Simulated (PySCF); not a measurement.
# Removing an electron from InMe2Cl

Species: InMe2Cl, C2H6ClIn.
Geometry (PBE0-D3(BJ)/def2-SVP, Å), atoms numbered from 1 in this order:
```
atom  x, y, z in Å
In1   -0.2471   -0.4266   -0.0006
C2     1.8812   -0.7198   -0.0033
H3     2.3141   -0.3139    0.9231
H4     2.3344   -0.1950   -0.8571
H5     2.1039   -1.7926   -0.0704
C6    -1.5724    1.2655    0.0051
H7    -1.4441    1.8393   -0.9249
H8    -1.3376    1.9256    0.8532
H9    -2.6130    0.9246    0.0816
Cl10  -1.4194   -2.5070   -0.0068
```

Level: PBE0/def2-SVPD (PySCF). Frontier orbitals with their largest atomic shares (Löwdin; up to four atoms above 4 %):

```
orbital  ε (eV)                             main atoms
 HOMO−3   -8.63   Cl10 53 %, In1 17 %, C6 15 %, C2 6 %
 HOMO−2   -8.61   Cl10 57 %, C2 15 %, In1 12 %, C6 7 %
 HOMO−1   -8.37                     Cl10 93 %, In1 7 %
   HOMO   -7.66                                      ?
   LUMO   -1.26    In1 62 %, Cl10 12 %, C6 9 %, C2 9 %
 LUMO+1   -0.84  In1 52 %, C6 12 %, C2 12 %, Cl10 10 %
 LUMO+2    0.41    In1 49 %, Cl10 17 %, C6 9 %, C2 9 %
```

Question: What vertical ionisation energy does ΔSCF give, and how far is −ε(HOMO) from it?

Answer: ΔSCF: 9.53 eV (920 kJ/mol; threshold wavelength 130 nm); ⟨S²⟩ of the doublet left behind is 0.764, against 0.75 for a pure doublet. −ε(HOMO) is 7.66 eV, 1.87 eV below it. For the exact functional −ε(HOMO) would equal the first vertical ionisation energy; PBE0 (global hybrid, 25 % exact exchange) falls short of its own ΔSCF value by 20 %.

Question: On which atoms does the HOMO lie?

Answer: Cl10 (chlorine bonded to In) 38 %, C2 (carbon bonded to In and 3 H) 19 %, C6 (carbon bonded to In and 3 H) 18 %, In1 (indium bonded to 2 C and Cl) 12 %, so no atom holds as much as 40 %. The HOMO−1 lies 0.71 eV lower.

Question: And the vertical electron affinity, the fundamental gap, Mulliken's electronegativity and the hardness (with the factor ½)?

Answer: EA = -0.24 eV by ΔSCF (−ε(LUMO) = 1.26 eV); a negative value means that the added electron isn't bound at this geometry and level, and the number then depends on the basis. IE − EA = 9.77 eV against an orbital gap of 6.40 eV; (IE + EA)/2 = 4.64 eV; (IE − EA)/2 = 4.88 eV. Parr's electrophilicity index (IE + EA)²/[8(IE − EA)] is 1.10 eV.

Question: What kinetic energy would electrons from this vertical process carry with He I light (21.218 eV)?

Answer: 21.22 − 9.53 = 11.69 eV.

Question: Shift the occupied levels rigidly so that −ε(HOMO) equals the ΔSCF value. What binding energies result?

Answer: The shift is +1.87 eV: HOMO 9.53, HOMO−1 10.24, HOMO−2 10.48, HOMO−3 10.50 eV. A rigid shift is only a rough guide to the deeper ionisations.

Question: How many of the 10 lowest singlet excitations (vertical TDDFT, same level) lie below the ionisation energy?

Answer: All 10; they run from 5.03 to 7.74 eV.

Question: The lowest singlet excitation (vertical TDDFT, same level) lies at 5.03 eV. How far is it below IE − EA?

Answer: IE − EA = 9.77 eV, so by 4.74 eV.

Isolated species at its PBE0-D3(BJ)/def2-SVP geometry, gas phase. Atoms past krypton carry effective core potentials; spin–orbit coupling is left out.

These values come from a run that also computed excited states and ΔSCF ions. On one thread, x86-64 server (shared host), this took 47 s.
